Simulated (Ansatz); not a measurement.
`C#CC(=C)[SiH3]` and `C=C([SiH3])CC` differ in one atom or group.

Ansatz, PBE0-D4/def2-TZVP geometries, multiplicity 1. Each molecule was computed in one conformer, which needn't be the lowest.

```
                                          property  `C#CC(=C)[SiH3]`
               HOMO–LUMO gap (PBE/def2-TZVPP) / eV              4.08
size of the dipole moment (ωB97M-V/def2-TZVPP) / D              0.54
             LUMO energy (ωB97M-V/def2-TZVPP) / eV              0.80
  size of the dipole moment (B3LYP/def2-TZVPP) / D              0.50
                LUMO energy (PBE0/def2-TZVPP) / eV             -1.27
              HOMO–LUMO gap (PBE0/def2-TZVPP) / eV              6.04
```

(1) What does the change do to each property? (An estimate is asked.)

Results:

(1) Computed: 
| property | `C=C([SiH3])CC` | shift |
| --- | --- | --- |
| HOMO–LUMO gap (PBE/def2-TZVPP) / eV | 5.23 | 1.15 |
| size of the dipole moment (ωB97M-V/def2-TZVPP) / D | 0.87 | 0.33 |
| LUMO energy (ωB97M-V/def2-TZVPP) / eV | 1.80 | 1.00 |
| size of the dipole moment (B3LYP/def2-TZVPP) / D | 0.86 | 0.36 |
| LUMO energy (PBE0/def2-TZVPP) / eV | -0.26 | 1.01 |
| HOMO–LUMO gap (PBE0/def2-TZVPP) / eV | 7.34 | 1.30 |

With PBE0 the HOMO falls by 0.29 eV and the LUMO rises by 1.01 eV, so the gap widens by about 1.30 eV. PBE moves the HOMO by -0.21 eV and ωB97M-V by -0.40 eV. Dipoles are sizes alone; their direction can turn.

B3LYP here is the variant with VWN-RPA as its local correlation; programs differ in this.
